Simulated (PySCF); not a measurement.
Bonding in `N#Cc1ccc([O-])o1`

Species: C₅H₂NO₂ (charge -1).
Atom-mapped SMILES: `[N:1]#[C:2][c:3]1[cH:4][cH:5][c:6]([O-:7])[o:8]1` (hydrogens: H9 on C4; H10 on C5)

Bond orders from the PBE0/pcSseg-1 density (PySCF). Isolated species at its GFN2-xTB geometry, gas phase. The pcSseg-1 basis has no diffuse functions, a weakness for an anion.

How far do the computed orders between heavy atoms stray from the drawn ones?

The largest departure is 0.876, at C6–O7 (drawn single, 1.876), counting aromatic bonds as 1.5. Drawn single, order above 1.12: C2–C3 (1.140) and C6–O7 (1.876). The bonds drawn aromatic range from 0.96 to 1.39. The SMILES, with its formal charges, is one Lewis structure only.

Set the Mayer orders of the bonds beside their lengths.

```csv
bond,drawn as,length (Å),Mayer order
N1–C2,triple,1.162,2.954
C2–C3,single,1.374,1.140
C3–C4,aromatic,1.389,1.369
C4–C5,aromatic,1.383,1.394
C5–C6,aromatic,1.418,1.244
C6–O7,single,1.232,1.876
C6–O8,aromatic,1.380,1.013
O8–C3,aromatic,1.386,0.959
C4–H9,single,1.077,0.997
C5–H10,single,1.074,0.988
```

Bonds between the same two heavy elements. C–C: lowest C2–C3 (1.140, 1.374 Å), highest C4–C5 (1.394, 1.383 Å); in 3 of the 6 pairs the longer bond (by over 0.003 Å) has the higher order (by 0.02 or more). C–O: lowest O8–C3 (0.959, 1.386 Å), highest C6–O7 (1.876, 1.232 Å).

Sum the orders of all bonds at each heavy atom with more than one neighbour and set the sums beside the valence in the SMILES.

C2 4.094 (drawn 4), C3 3.468 (drawn 4), C4 3.760 (drawn 4), C5 3.626 (drawn 4), C6 4.133 (drawn 4), O8 1.972 (drawn 2). Orders between atoms that aren't bonded are not in these sums.

For a closed shell the Mayer order of atoms A and B is Σ (PS)μν (PS)νμ over the basis functions μ on A and ν on B, with P the density and S the overlap matrix.

These values come from a run that also computed NMR shieldings. On an Intel Xeon Platinum 8488C with one thread, no GPU, shared host with 192 logical CPUs at a one-minute load of 84, this took 22 s of wall time (grids of density and orbitals included) and 0.71 GiB of memory at its peak.
